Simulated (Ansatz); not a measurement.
`[F][Ti]([F])([SeH])[SeH]`. The species carries charge 0 and has multiplicity 1. The geometry is a stationary point of PBE0-D4/def2-TZVP. It is one conformer, not always the lowest.

```xyz
7

F     0.163    0.548   -2.097
Ti    0.417    0.372   -0.384
F     1.792    1.195    0.298
Se    0.766   -1.937    0.215
Se   -1.643    1.155    0.593
H    -0.434   -2.302   -0.557
H    -1.060    0.968    1.933
```

Task: What is the dipole moment at r2SCAN/def2-TZVPP? (An estimate is asked.)

Result: The calculation gave: 0.91 D, with components (-0.56, -0.50, 0.51) D in this frame, pointing from negative to positive charge.

Task: And with PBE, B3LYP, ωB97M-V? (An estimate is asked.)

Result: Ansatz gave: PBE 0.90 D, B3LYP 1.05 D, ωB97M-V 0.85 D.

Task: Give the Mulliken charges with r2SCAN, PBE, ωB97M-V in def2-TZVPP. (Estimate.)

Result: Computed: 
```
atom  r2SCAN    PBE  ωB97M-V
  F1   -0.35  -0.31    -0.34
 Ti2    0.78   0.67     0.70
  F3   -0.35  -0.31    -0.34
 Se4   -0.12  -0.09    -0.09
 Se5   -0.12  -0.09    -0.09
  H6    0.07   0.06     0.08
  H7    0.07   0.06     0.08
```

B3LYP here is the variant with VWN-RPA as its local correlation; programs differ in this.
